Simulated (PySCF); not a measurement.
Compound: C3H8O3S.
Atom-mapped SMILES: `[CH3:1][CH:2]([CH3:3])[S:4](=[O:5])(=[O:6])[OH:7]` (hydrogens: H8, H9, H10 on C1; H11 on C2; H12, H13, H14 on C3; H15 on O7)

The same species was optimised twice, with GFN2-xTB and with PBE0-D3(BJ)/def2-SVP (PySCF), and the same property calculations (PySCF, gas phase) were run on both structures.

| coordinate | GFN2-xTB | PBE0-D3(BJ)/def2-SVP | change |
| --- | --- | --- | --- |
| S4=O5 (Å) | 1.434 | 1.456 | +0.022 |
| S4=O6 (Å) | 1.426 | 1.447 | +0.021 |
| C2–S4 (Å) | 1.812 | 1.801 | -0.011 |
| C2–C3 (Å) | 1.513 | 1.521 | +0.008 |
| C1–C2 (Å) | 1.510 | 1.517 | +0.007 |
| S4–O7 (Å) | 1.627 | 1.631 | +0.004 |
| C1–C2–S4 (°) | 106.6 | 110.0 | +3.4 |
| O5–S4–O6 (°) | 118.4 | 121.6 | +3.2 |
| C3–C2–S4 (°) | 105.3 | 107.5 | +2.2 |
| C2–S4–O5 (°) | 111.0 | 109.5 | -1.5 |
| C2–S4–O6 (°) | 110.2 | 108.8 | -1.4 |
| O6–S4–O7 (°) | 108.8 | 107.5 | -1.3 |
| C2–S4–O7 (°) | 100.9 | 101.2 | +0.3 |
| C1–C2–C3 (°) | 114.3 | 113.9 | -0.4 |
| C1–C2–S4–O5 (°) | -173 | -173 | 0 |

Rotational constants: A = 3164, B = 2098, C = 1749 MHz (GFN2-xTB) against A = 3104, B = 2052, C = 1718 MHz (PBE0-D3(BJ)/def2-SVP). Point groups within 0.08 Å: C1 and C1.

On the GFN2-xTB structure: HOMO (eV) -8.83 [PBE0/pcSseg-1]; LUMO (eV) 0.79 [PBE0/pcSseg-1]; dipole (D) 3.63 [PBE0/pcSseg-1]; GIAO shielding of C1/C3 (mean) (ppm) 170.1 [PBE0/pcSseg-1]; GIAO shielding of C2 (ppm) 123.8 [PBE0/pcSseg-1]; GIAO shielding of S4 (ppm) 166.0 [PBE0/pcSseg-1]; GIAO shielding of O5/O6 (mean) (ppm) 120.0 [PBE0/pcSseg-1]; GIAO shielding of O7 (ppm) 139.8 [PBE0/pcSseg-1].

Q: What do these properties become on the PBE0-D3(BJ)/def2-SVP structure?

A: 
| property | level | on GFN2-xTB | on PBE0-D3(BJ)/def2-SVP | change |
| --- | --- | --- | --- | --- |
| HOMO (eV) | PBE0/pcSseg-1 | -8.83 | -8.90 | -0.07 |
| LUMO (eV) | PBE0/pcSseg-1 | 0.79 | 0.72 | -0.07 |
| dipole (D) | PBE0/pcSseg-1 | 3.63 | 3.81 | +0.18 |
| energy, GFN2-xTB geometry as zero (kcal/mol) | PBE0/pcSseg-1 | 0.0 | -3.0 | -3.0 |
| GIAO shielding of C1/C3 (mean) (ppm) | PBE0/pcSseg-1 | 170.1 | 167.3 | -2.8 |
| GIAO shielding of C2 (ppm) | PBE0/pcSseg-1 | 123.8 | 123.0 | -0.8 |
| GIAO shielding of S4 (ppm) | PBE0/pcSseg-1 | 166.0 | 151.1 | -14.9 |
| GIAO shielding of O5/O6 (mean) (ppm) | PBE0/pcSseg-1 | 120.0 | 104.7 | -15.3 |
| GIAO shielding of O7 (ppm) | PBE0/pcSseg-1 | 139.8 | 128.2 | -11.6 |

The heavy atoms differ by 0.039 Å rms after alignment. Among bonds between heavy atoms S4=O5 and S4=O6 change most and about equally (+0.021 to +0.022 Å). Changes are differences of the printed values. Neither structure is proved a minimum here.

The values belong to the conformer `[CH3:1][CH:2]([CH3:3])[S:4](=[O:5])(=[O:6])[OH:7]`: C1–C2–S4–O5 -173°, H–O7–S4–C2 -115°.
